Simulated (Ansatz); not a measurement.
Scan of H2B, doublet: symmetric bend, bond length relaxed. Scanned: H-B-H angle. Other coordinates (B-H bond length) were minimised at PBE0/def2-TZVP.

Computed with: CCSDT(Q)/aug-cc-pVDZ = CCSDT(Q) on UHF/aug-cc-pVDZ, frozen core (Ansatz, a quantum-chemistry and plane-wave program); CCSDT/aug-cc-pVDZ = CCSDT on UHF/aug-cc-pVDZ, frozen core in Ansatz; FCI/aug-cc-pVDZ = full CI/aug-cc-pVDZ, frozen core in Ansatz.

Energies relative to the lowest point of each profile, in kcal/mol:

| a / ° | CCSDT(Q)/aug-cc-pVDZ | CCSDT/aug-cc-pVDZ |
|---|---|---|
| 172.18 | 8.1 | 8.1 |
| 161.67 | 6.1 | 6.1 |
| 152.03 | 3.6 | 3.7 |
| 139.80 | 1.0 | 1.0 |
| 130.66 | 0.0 | 0.0 |
| 120.12 | 0.6 | 0.5 |
| 108.74 | 3.7 | 3.7 |
| 102.05 | 7.0 | 7.0 |
| 89.53 | 16.3 | 16.3 |
| 82.48 | 23.5 | 23.5 |
| 71.76 | 37.5 | 37.5 |
| 60 | 57.4 | 57.4 |

**Question.** What does FCI/aug-cc-pVDZ give at the same points?

**Answer.** 172.18: 8.1; 161.67: 6.1; 152.03: 3.7; 139.80: 1.0; 130.66: 0.0; 120.12: 0.5; 108.74: 3.7; 102.05: 7.0; 89.53: 16.3; 82.48: 23.5; 71.76: 37.5; 60: 57.4 (kcal/mol).

The scan ran from 180.0 to 60.0; beyond the range shown the relaxed coordinates jump or full CI changes its symmetry label.
